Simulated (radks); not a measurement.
Results of a calculation; reference values are marked as such.
Species: Tc VI. Configuration: [Kr] 4d2 (the NIST ground configuration). Code: a radial shooting solver on a logarithmic mesh with Libxc functionals. Model: Dirac Kohn-Sham, BLYP, spin-unpolarised, spherical densities, finite nucleus; open shells fill j = l - 1/2 first; Fermi nuclear charge, rms radius 4.4112 fm.

Normalised radial functions P(r) = r R(r) (large component), r in bohr:

| r | 4d3/2 | 4d5/2 |
|---|---|---|
| 0.003821 | 0.0001 | 0.0000 |
| 0.004343 | 0.0001 | 0.0001 |
| 0.004976 | 0.0001 | 0.0001 |
| 0.005656 | 0.0002 | 0.0001 |
| 0.006479 | 0.0002 | 0.0002 |
| 0.007364 | 0.0003 | 0.0003 |
| 0.00837 | 0.0004 | 0.0004 |
| 0.009589 | 0.0006 | 0.0005 |
| 0.0109 | 0.0009 | 0.0008 |
| 0.01249 | 0.0013 | 0.0011 |
| 0.01419 | 0.0018 | 0.0016 |
| 0.01626 | 0.0026 | 0.0024 |
| 0.01848 | 0.0037 | 0.0034 |
| 0.021 | 0.0052 | 0.0048 |
| 0.02406 | 0.0074 | 0.0069 |
| 0.02735 | 0.0103 | 0.0096 |
| 0.03133 | 0.0146 | 0.0137 |
| 0.03561 | 0.0201 | 0.0189 |
| 0.0408 | 0.0279 | 0.0265 |
| 0.04637 | 0.0378 | 0.0361 |
| 0.0527 | 0.0508 | 0.0487 |
| 0.06038 | 0.0687 | 0.0661 |
| 0.06862 | 0.0902 | 0.0872 |
| 0.07862 | 0.1188 | 0.1152 |
| 0.08936 | 0.1517 | 0.1476 |
| 0.1024 | 0.1931 | 0.1886 |
| 0.1164 | 0.2378 | 0.2329 |
| 0.1322 | 0.2867 | 0.2816 |
| 0.1515 | 0.3406 | 0.3356 |
| 0.1722 | 0.3896 | 0.3849 |
| 0.1973 | 0.4340 | 0.4302 |
| 0.2242 | 0.4623 | 0.4597 |
| 0.2569 | 0.4703 | 0.4695 |
| 0.292 | 0.4501 | 0.4513 |
| 0.3318 | 0.3972 | 0.4007 |
| 0.3802 | 0.3016 | 0.3078 |
| 0.4321 | 0.1748 | 0.1833 |
| 0.495 | 0.0058 | 0.0164 |
| 0.5626 | -0.1764 | -0.1645 |
| 0.6446 | -0.3801 | -0.3678 |
| 0.7326 | -0.5650 | -0.5532 |
| 0.8327 | -0.7263 | -0.7160 |
| 0.954 | -0.8539 | -0.8461 |
| 1.084 | -0.9196 | -0.9148 |
| 1.242 | -0.9252 | -0.9237 |
| 1.412 | -0.8727 | -0.8741 |
| 1.617 | -0.7665 | -0.7704 |
| 1.838 | -0.6353 | -0.6406 |
| 2.089 | -0.4920 | -0.4977 |
| 2.394 | -0.3457 | -0.3511 |
| 2.721 | -0.2276 | -0.2320 |
| 3.117 | -0.1311 | -0.1342 |
| 3.543 | -0.0693 | -0.0712 |
| 4.059 | -0.0305 | -0.0315 |
| 4.613 | -0.0121 | -0.0126 |

4d3/2: eigenvalue -64.255 eV, 1 radial node at r = 0.497 bohr, <r> = 1.38 bohr, 90 % of the charge inside 2.08 bohr. 4d5/2 (empty): eigenvalue -63.827 eV, 1 radial node at r = 0.501 bohr, <r> = 1.39 bohr, 90 % of the charge inside 2.09 bohr.
